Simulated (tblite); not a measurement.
Compound: C5H11NSeSi.
Atom-mapped SMILES: `[CH3:1][NH:2][C@H:3]1[CH:4]=[CH:5][CH2:6][Se:7][SiH2:8]1` (hydrogens: H9, H10, H11 on C1; H12 on N2; H13 on C3; H14 on C4; H15 on C5; H16, H17 on C6; H18, H19 on Si8)

Computed with GFN2-xTB (tblite), gas phase: L-BFGS steps from a force-field or distance-geometry start until the largest atomic force falls under 0.01 eV/Å.

Step 6: E = -656.4474 eV
```
atom  x, y, z in Å  |  force x, y, z in eV/Å
C1      2.5013   -0.3676   -0.1767    0.059  -0.006  -0.071
N2      1.6913    0.8410   -0.2706    0.264  -0.130   0.049
C3      0.3049    0.4407   -0.2832   -0.039  -0.114   0.029
C4     -0.1116   -0.3196    0.9197   -0.261  -0.080   0.230
C5     -1.2195   -1.0560    0.9536   -0.169   0.007  -0.013
C6     -2.1086   -1.1988   -0.2128   -0.161   0.097  -0.030
Se7    -2.8233    0.5879   -0.9002   -0.105  -0.116   0.040
Si8    -0.9776    1.8450   -0.5406    0.129   0.006   0.082
H9      2.1556   -1.0499   -0.9570    0.168   0.004   0.022
H10     3.5535   -0.1552   -0.3430    0.053   0.184  -0.011
H11     2.3958   -0.8806    0.7886    0.069  -0.047  -0.046
H12     1.8780    1.4344    0.5337    0.009   0.047  -0.047
H13     0.2030   -0.2027   -1.1665   -0.105  -0.027  -0.057
H14     0.4758   -0.2026    1.8226    0.024   0.037  -0.087
H15    -1.5303   -1.5556    1.8595    0.012   0.032   0.042
H16    -3.0085   -1.7668    0.0129   -0.038   0.005   0.047
H17    -1.6224   -1.6543   -1.0721    0.143   0.070  -0.138
H18    -0.6377    2.6778   -1.6878   -0.060  -0.033   0.031
H19    -1.1294    2.5922    0.7125    0.008   0.063  -0.072
```

Step 7: E = -656.4592 eV
```
atom  x, y, z in Å  |  force x, y, z in eV/Å
C1      2.5061   -0.3692   -0.1778    0.123  -0.019  -0.021
N2      1.6916    0.8376   -0.2712    0.161  -0.214   0.077
C3      0.3003    0.4386   -0.2816    0.083  -0.156   0.094
C4     -0.1164   -0.3233    0.9265   -0.212  -0.005   0.096
C5     -1.2247   -1.0603    0.9588   -0.202   0.062  -0.005
C6     -2.1173   -1.1928   -0.2125   -0.024  -0.029  -0.015
Se7    -2.8303    0.5837   -0.9038   -0.043  -0.019   0.080
Si8    -0.9777    1.8440   -0.5381    0.049  -0.017   0.060
H9      2.1694   -1.0543   -0.9619    0.165   0.057   0.070
H10     3.5595   -0.1453   -0.3399   -0.030   0.155  -0.018
H11     2.4107   -0.8900    0.7893    0.028   0.031  -0.148
H12     1.8813    1.4365    0.5286    0.001   0.024  -0.048
H13     0.2010   -0.2011   -1.1680   -0.114  -0.049  -0.027
H14     0.4824   -0.1944    1.8221   -0.053  -0.030  -0.099
H15    -1.5392   -1.5592    1.8671    0.035   0.062  -0.049
H16    -3.0127   -1.7724    0.0052   -0.029   0.038   0.065
H17    -1.6252   -1.6446   -1.0741    0.122   0.085  -0.066
H18    -0.6413    2.6763   -1.6860   -0.056  -0.029   0.015
H19    -1.1274    2.5996    0.7098   -0.002   0.051  -0.060
```

Question: Estimate the geometry and energy of step 8. (The exact step hangs on the optimiser's Hessian estimate; all steps are aligned on step 7, rigid shifts and turns removed.)

Answer: E = -656.4692 eV, largest force 0.230 eV/Å
```
atom  x, y, z in Å  |  force x, y, z in eV/Å
C1      2.5127   -0.3711   -0.1789    0.153  -0.013   0.026
N2      1.6940    0.8314   -0.2701   -0.001  -0.217   0.077
C3      0.2983    0.4339   -0.2786    0.133  -0.145   0.100
C4     -0.1241   -0.3260    0.9334   -0.108   0.056  -0.049
C5     -1.2330   -1.0625    0.9628   -0.176   0.108   0.001
C6     -2.1251   -1.1886   -0.2135    0.075  -0.121   0.001
Se7    -2.8368    0.5797   -0.9050    0.014   0.080   0.105
Si8    -0.9763    1.8426   -0.5349   -0.012  -0.057   0.026
H9      2.1837   -1.0571   -0.9649    0.152   0.067   0.063
H10     3.5643   -0.1341   -0.3378   -0.040   0.123  -0.024
H11     2.4233   -0.8972    0.7873    0.013   0.055  -0.167
H12     1.8842    1.4385    0.5235    0.004  -0.007  -0.046
H13     0.1971   -0.2007   -1.1696   -0.101  -0.062   0.023
H14     0.4868   -0.1886    1.8201   -0.120  -0.087  -0.074
H15    -1.5458   -1.5611    1.8729    0.016   0.065  -0.089
H16    -3.0167   -1.7763    0.0004   -0.022   0.050   0.054
H17    -1.6250   -1.6350   -1.0768    0.083   0.090   0.007
H18    -0.6454    2.6745   -1.6842   -0.050  -0.028   0.002
H19    -1.1258    2.6067    0.7065   -0.010   0.045  -0.037
```

The energy changes by -0.0099 eV. The first-order estimate −F·Δx gives -0.0134 eV and the mean of the old and new forces, exact on a quadratic surface, -0.0099 eV. The step makes an angle of 58° with the force vector and moves no atom by more than 0.015 Å.

What follows is the cost of the whole relaxation. Time: 0.85 s wall. Hardware: one thread of an Intel Xeon Platinum 8375C at 2.90 GHz (shared host).
